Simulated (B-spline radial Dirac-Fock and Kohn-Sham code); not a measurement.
# Dipole and non-dipole photoemission parameters of P⁺ 3s

System: P⁺, configuration [Ne] 3s2 3p2; threshold 26.60 eV (orbital energy of the model). Calculated with a radial B-spline solver, using Dirac-Hartree-Slater photoionisation with a Latter tail; cross sections with all multipoles, angular parameters from the dipole term and its interference with E2.

The run's input, task.json:

```json
{"items": [{
  "Z": 15,
  "q": 1,
  "cfg": [[1, 0, 2], [2, 0, 2], [2, 1, 6], [3, 0, 2], [3, 1, 2]],
  "A": 31,
  "rrms": 3.1889,
  "do": "xps",
  "hv": [59.6, 60, 68.2, 80, 87.4, 124.0, 231.0, 521.0, 800, 1060.0, 1160.0, 1253.6, 1730.0, 2000, 2170.0, 2580.0, 3030.0, 3080.0, 3230.0, 3720.0, 4000, 4420.0, 5180.0, 7650.0, 8047.8, 8070.0, 8990.0, 10800.0, 13200.0, 15000]
}]}
```

Run with: `python xray2_run.py task.json out`

For linearly polarised light dσ/dΩ = σ/(4π) [1 + β P₂(cos θ) + (δ + γ cos²θ) sin θ cos φ], with θ from the polarisation vector and φ the angle between the beam and the projection of the electron momentum on the plane normal to the polarisation.

| hν (eV) | σ (kb) | β | γ |
| --- | --- | --- | --- |
| 59.6 | 388 | 2.000 | 0.145 |
| 60 | 386 | 2.000 | 0.146 |
| 68.2 | 341 | 2.000 | 0.143 |
| 80 | 287 | 2.000 | 0.131 |
| 87.4 | 259 | 2.000 | 0.121 |
| 124 | 160 | 2.000 | 0.065 |
| 231 | ? | ? | ? |
| 521 | 13.9 | 2.000 | 0.007 |
| 800 | 6.05 | 2.000 | 0.113 |
| 1060 | 3.38 | 2.000 | 0.219 |
| 1160 | 2.79 | 2.000 | 0.258 |
| 1253.6 | 2.36 | 2.000 | 0.294 |
| 1730 | 1.15 | 2.000 | 0.466 |
| 2000 | 0.819 | 2.000 | 0.554 |
| 2170 | 0.676 | 2.000 | 0.607 |
| 2580 | 0.447 | 2.000 | 0.726 |
| 3030 | 0.301 | 2.000 | 0.845 |
| 3080 | 0.289 | 2.000 | 0.858 |
| 3230 | 0.257 | 2.000 | 0.896 |
| 3720 | 0.180 | 2.000 | 1.013 |
| 4000 | 0.149 | 2.000 | 1.076 |
| 4420 | 0.115 | 2.000 | 1.167 |
| 5180 | 0.0761 | 2.000 | 1.319 |
| 7650 | 0.0265 | 2.000 | 1.736 |
| 8047.8 | 0.0230 | 2.000 | 1.796 |
| 8070 | 0.0228 | 2.000 | 1.799 |
| 8990 | 0.0169 | 2.000 | 1.930 |
| 10800 | 0.0101 | 2.000 | 2.166 |
| 13200 | 0.00565 | 1.999 | 2.448 |
| 15000 | 0.00389 | 1.999 | 2.642 |

Question: Give the values at 231 eV.

Answer: σ = 58.2 kb, β = 2.000, γ = -0.021. For an s subshell δ is negligible.
